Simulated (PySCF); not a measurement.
hexa-1,5-dien-3-yne (C6H6), SMILES C(C=C)#CC=C.

Geometry: PBE0-D3(BJ)/def2-SVP.

All values below come from PBE0-D3(BJ)/def2-SVP in PySCF.

No scaling factor is applied to the harmonic values.

Computed harmonic wavenumbers and intensities:
| mode | ν (cm⁻¹) | IR (km/mol) | moving atoms (share of kinetic energy) |
|---|---|---|---|
| 1 | 66 | 0.0 | C 53 %, H 47 % |
| 2 | 101 | 1.9 | C 77 %, H 23 % |
| 3 | 179 | 6.9 | C 59 %, H 41 % |
| 4 | 248 | 1.2 | C 77 %, H 23 % |
| 5 | 389 | 0.0 | C 65 %, H 35 % |
| 6 | 464 | 3.8 | C 81 %, H 19 % |
| 7 | 591 | 6.4 | C 80 %, H 20 % |
| 8 | 691 | 11.1 | H 53 %, C 47 % |
| 9 | 713 | 0.0 | C 59 %, H 41 % |
| 10 | 731 | 0.0 | C 66 %, H 34 % |
| 11 | 945 | 0.0 | H 72 %, C 28 % |
| 12 | 947 | 83.7 | H 73 %, C 27 % |
| 13 | 1005 | 25.0 | H 89 %, C 11 % |
| 14 | 1008 | 2.9 | H 62 %, C 38 % |
| 15 | 1009 | 0.0 | H 89 %, C 11 % |
| 16 | 1073 | 0.0 | H 65 %, C 35 % |
| 17 | 1217 | 10.4 | C 57 %, H 43 % |
| 18 | 1300 | 5.4 | H 69 %, C 31 % |
| 19 | 1301 | 0.0 | H 77 %, C 23 % |
| 20 | 1412 | 8.4 | H 84 %, C 16 % |
| 21 | 1438 | 0.3 | H 73 %, C 27 % |
| 22 | 1681 | 4.1 | C 85 %, H 15 % |
| 23 | 1713 | 20.1 | C 90 %, H 10 % |
| 24 | 2330 | 0.0 | C 100 % |
| 25 | 3166 | 3.8 | H 93 % |
| 26 | 3167 | 8.9 | H 93 % |
| 27 | 3178 | 4.3 | H 93 % |
| 28 | 3178 | 0.2 | H 93 % |
| 29 | 3285 | 2.3 | H 89 %, C 11 % |
| 30 | 3285 | 1.2 | H 89 %, C 11 % |
